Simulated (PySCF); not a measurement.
**Computed properties of Si(AsH2)2(H)2 (As₂H₆Si), SMILES [AsH2][SiH2][AsH2]**

As2H6Si, SMILES [AsH2][SiH2][AsH2]. Coordinates come from a ωB97X-D3(BJ)/def2-SVP optimisation. This is a generated structure with no PubChem entry under its InChIKey; it may be hypothetical. One conformer was computed; it need not be the lowest. All values are computed for the isolated molecule unless a solvent is named; none is compared with measurement here.

**Structure.** The optimised structure has C2v symmetry. All 21 harmonic modes at ωB97X-D3(BJ)/def2-SVP (PySCF) are real, so it is a minimum. With heavy atoms numbered as in [SiH2:1]([AsH2:2])[AsH2:3], the shortest bond between them is Si1–As2 at 2.354 Å and the longest Si1–As3 at 2.354 Å.

**Vibrations.** The strongest infrared lines (harmonic, unscaled, degenerate partners summed) lie at 2275 cm⁻¹ (224 km/mol, H 98 %), 2263 cm⁻¹ (137 km/mol, H 99 %), 823 cm⁻¹ (136 km/mol, H 88 %, Si 11 %). The softest mode is at 98 cm⁻¹ and the zero-point energy is 31.5 kcal/mol.

**Electronic structure.** PBE0/def2-TZVP (PySCF) places the frontier levels at -6.89 and -0.38 eV, a gap of 6.51 eV, and gives a dipole moment of 0.42 D and a mean polarisability of 93.6 bohr³. PBE/def2-TZVP (PySCF) at the same geometry gives -5.89 and -1.15 eV, so its gap is 1.77 eV narrower. An orbital gap is neither the optical nor the fundamental gap.

**Excitations.** TDA-CAM-B3LYP/def2-SVPD (PySCF) has S1 at 5.76 eV (215 nm, f = 0.073, bright); the most intense of the 10 singlets computed lies at 6.24 eV (f = 0.61). T1 (TDA) is at 4.73 eV, 1.03 eV under S1. TDA-PBE/def2-SVPD (PySCF) puts S1 at 5.13 eV. No vertical singlet excitation falls in the visible range (under 3.1 eV).

**NMR.** GIAO shifts at B3LYP/pcSseg-1 (PySCF) (non-relativistic, atoms alike by connectivity averaged): ¹H from 2.3 to 4.5 ppm against TMS; ²⁹Si at -45.9 ppm against TMS.
